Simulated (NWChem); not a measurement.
All runs are NWChem calculations. System: diselenium (Se₂), charge 0, spin multiplicity 3, at a geometry optimised with UPBE/def2-SVP. Its SCF solution wasn't tested for a lower state. Level: UHF/def2-TZVP.

The NWChem input:

```
start mol
memory heap 200 mb stack 900 mb global 1100 mb
geometry units angstroms nocenter noautoz
  Se     0.000000     0.000000     1.099718
  Se     0.000000     0.000000    -1.099718
  symmetry group D2h
end
basis spherical
  * library def2-tzvp
end
scf
  uhf
  nopen 2
  maxiter 100
  thresh 1e-7
  semidirect memsize 60000000 filesize 0
  # guess.movecs holds the orbitals of an unrestricted PBE0 run
  vectors input guess.movecs output mol.movecs
end
task scf energy
```

Part of the output:

```
             Northwest Computational Chemistry Package (NWChem) 7.3.0
             --------------------------------------------------------

                                NWChem Input Module
                                -------------------

 Scaling coordinates for geometry "geometry" by  1.889725989
 (inverse scale =  0.529177249)

 Turning off AUTOSYM since
 SYMMETRY directive was detected!

                             Geometry "geometry" -> ""
                             -------------------------

 Output coordinates in angstroms (scale by  1.889725989 to convert to a.u.)

  No.       Tag          Charge          X              Y              Z
 ---- ---------------- ---------- -------------- -------------- --------------
    1 Se                  34.0000     0.00000000     0.00000000     1.09971800
    2 Se                  34.0000     0.00000000     0.00000000    -1.09971800

 Effective nuclear repulsion energy (a.u.)     278.1298932288

            Nuclear Dipole moment (a.u.)
            ----------------------------
        X                 Y               Z
 ---------------- ---------------- ----------------
     0.0000000000     0.0000000000     0.0000000000

      Symmetry information
      --------------------

 Group name             D2h
 Group number             26
 Group order               8
 No. of unique centers     1

      Symmetry unique atoms

     1


 Summary of "ao basis" -> "" (spherical)
 ------------------------------------------------------------------------------
       Tag                 Description            Shells   Functions and Types
 ---------------- ------------------------------  ------  ---------------------
 *                         def2-tzvp                  on all atoms

 Summary of "ao basis" -> "ao basis" (spherical)
 ------------------------------------------------------------------------------
       Tag                 Description            Shells   Functions and Types
 ---------------- ------------------------------  ------  ---------------------
 Se                        def2-tzvp                16       48   6s5p4d1f
[...]
    14      0.194221  1 Se py                62     -0.194221  2 Se py

 Vector   36  Occ=0.000000D+00  E= 1.012330D-01  Symmetry=b1u
              MO Center=  4.3D-16,  4.3D-16, -3.7D-13, r^2= 6.1D+00
   Bfn.  Coefficient  Atom+Function         Bfn.  Coefficient  Atom+Function
  ----- ------------  ---------------      ----- ------------  ---------------
    21     -0.984332  1 Se pz                69     -0.984332  2 Se pz
     6      0.900298  1 Se s                 54     -0.900298  2 Se s
    18     -0.253248  1 Se pz                66     -0.253248  2 Se pz
    12      0.164903  1 Se pz                60      0.164903  2 Se pz
    15     -0.150841  1 Se pz                63     -0.150841  2 Se pz

 center of mass
 --------------
 x =   0.00000000 y =   0.00000000 z =   0.00000000

 moments of inertia (a.u.)
 ------------------
         681.660385425285           0.000000000000           0.000000000000
           0.000000000000         681.660385425285           0.000000000000
           0.000000000000           0.000000000000           0.000000000000

  Mulliken analysis of the total density
  --------------------------------------

    Atom       Charge   Shell Charges
 -----------   ------   -------------------------------------------------------
    1 Se  34    34.00   2.00  2.00  1.17  0.78  1.02  0.95  6.00  5.93  0.90  2.18  0.96  8.97  1.04  0.02  0.09  0.01
    2 Se  34    34.00   2.00  2.00  1.17  0.78  1.02  0.95  6.00  5.93  0.90  2.18  0.96  8.97  1.04  0.02  0.09  0.01

  Mulliken analysis of the alpha density
  --------------------------------------

    Atom       Charge   Shell Charges
 -----------   ------   -------------------------------------------------------
    1 Se  34    17.50   1.00  1.00  0.58  0.39  0.52  0.47  3.00  2.97  0.58  1.40  0.54  4.48  0.52  0.01  0.03  0.00
    2 Se  34    17.50   1.00  1.00  0.58  0.39  0.52  0.47  3.00  2.97  0.58  1.40  0.54  4.48  0.52  0.01  0.03  0.00

   Mulliken analysis of the beta density
   -------------------------------------

    Atom       Charge   Shell Charges
 -----------   ------   -------------------------------------------------------
    1 Se  34    16.50   1.00  1.00  0.58  0.39  0.50  0.48  3.00  2.96  0.32  0.78  0.42  4.49  0.52  0.01  0.05  0.01
    2 Se  34    16.50   1.00  1.00  0.58  0.39  0.50  0.48  3.00  2.96  0.32  0.78  0.42  4.49  0.52  0.01  0.05  0.01

   Mulliken analysis of the spin density
   -------------------------------------

    Atom       Charge   Shell Charges
 -----------   ------   -------------------------------------------------------
    1 Se  34     1.00  -0.00  0.00  0.00 -0.00  0.02 -0.01  0.00  0.01  0.26  0.62  0.13 -0.01  0.00  0.00 -0.02 -0.00
    2 Se  34     1.00  -0.00  0.00  0.00 -0.00  0.02 -0.01  0.00  0.01  0.26  0.62  0.13 -0.01  0.00  0.00 -0.02 -0.00

       Multipole analysis of the density wrt the origin
       ------------------------------------------------

     L   x y z        total         alpha         beta         nuclear
     -   - - -        -----         -----         ----         -------
     0   0 0 0     -0.000000    -35.000000    -33.000000     68.000000

     1   1 0 0     -0.000000     -0.000000     -0.000000      0.000000
     1   0 1 0      0.000000     -0.000000      0.000000      0.000000
     1   0 0 1      0.000000      0.000000      0.000000      0.000000

     2   2 0 0    -27.709650    -15.964874    -11.744776      0.000000
     2   1 1 0      0.000000      0.000000      0.000000      0.000000
     2   1 0 1     -0.000000      0.000000     -0.000000      0.000000
     2   0 2 0    -27.709650    -15.964874    -11.744776      0.000000
     2   0 1 1     -0.000000      0.000000     -0.000000      0.000000
     2   0 0 2    -24.901479   -166.353433   -152.224584    293.676538

 Task  times  cpu:        2.6s     wall:        2.6s

 Total times  cpu:        2.6s     wall:        2.6s
```
